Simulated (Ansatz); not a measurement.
[InCl4]- (InCl4⁻), 5 atoms. Hardware: 4 threads of Intel Xeon on a shared host.

In the def2 sets In takes a core potential; there is no spin–orbit coupling. Correlated methods freeze 24 core orbitals; core or outer-core shells of In are correlated, in sets that lack core-valence functions.

Question: How many basis functions does each of these Ansatz runs have, and roughly what does it cost? r2SCAN-D4/def2-TZVPD, charge -1 triplet at the geometry of the charge -1 singlet, energy, from earlier orbitals; CCSD(T)/def2-SVPD, charge -1 singlet, energy, from earlier orbitals; PBE-D4/def2-TZVPD, charge -1 triplet at the geometry of the charge -1 singlet, energy, from earlier orbitals; B2PLYP/def2-TZVPD, charge -1 singlet, energy, from earlier orbitals; r2SCANh-D4/def2-TZVPD, charge -1 singlet, energy, from earlier orbitals; PBE-D4/def2-SVPD, charge -1 singlet, frequencies; r2SCAN-D4/def2-TZVPD, charge 0 doublet at the geometry of the charge -1 singlet, energy, from earlier orbitals; PBE-D4/def2-TZVPD, charge -1 singlet, energy, from earlier orbitals; PBE0-D4/def2-SVP, charge -1 singlet, energy with a search over starts; PBE0-D4/def2-TZVPD, charge -1 singlet, energy, from earlier orbitals; HF/STO-3G, charge -1 singlet, energy; PBE0-D4/def2-SVPD, charge -1 singlet, energy, from earlier orbitals.

Answer: Other jobs shared the machine, so times can vary by a factor of up to 3. A dash marks memory too small to be measured apart from the calling script's.

```
                                                                                                            run  functions  fitting or Cholesky vectors  wall time  peak host memory (GiB)
                                                                           HF/STO-3G, charge -1 singlet, energy         63                          749     0.91 s                       –
                                          PBE0-D4/def2-SVP, charge -1 singlet, energy with a search over starts         98                          971      3.2 s                       –
                                            PBE-D4/def2-TZVPD, charge -1 singlet, energy, from earlier orbitals        240                         1551      4.9 s                       –
                                            PBE0-D4/def2-SVPD, charge -1 singlet, energy, from earlier orbitals        140                         1406      4.9 s                       –
                                           PBE0-D4/def2-TZVPD, charge -1 singlet, energy, from earlier orbitals        240                         1745       12 s                    0.96
                                        r2SCANh-D4/def2-TZVPD, charge -1 singlet, energy, from earlier orbitals        240                         1551       14 s                    0.94
                                            B2PLYP/def2-TZVPD, charge -1 singlet, energy, from earlier orbitals        240                         1578       16 s                    0.72
   PBE-D4/def2-TZVPD, charge -1 triplet at the geometry of the charge -1 singlet, energy, from earlier orbitals        240                         1551       24 s                    0.88
                                            CCSD(T)/def2-SVPD, charge -1 singlet, energy, from earlier orbitals        140                         1406       28 s                    0.95
                                                               PBE-D4/def2-SVPD, charge -1 singlet, frequencies        140                         1457       61 s                       –
 r2SCAN-D4/def2-TZVPD, charge 0 doublet at the geometry of the charge -1 singlet, energy, from earlier orbitals        240                         1551       64 s                    0.97
r2SCAN-D4/def2-TZVPD, charge -1 triplet at the geometry of the charge -1 singlet, energy, from earlier orbitals        240                         1551       65 s                    0.96
```
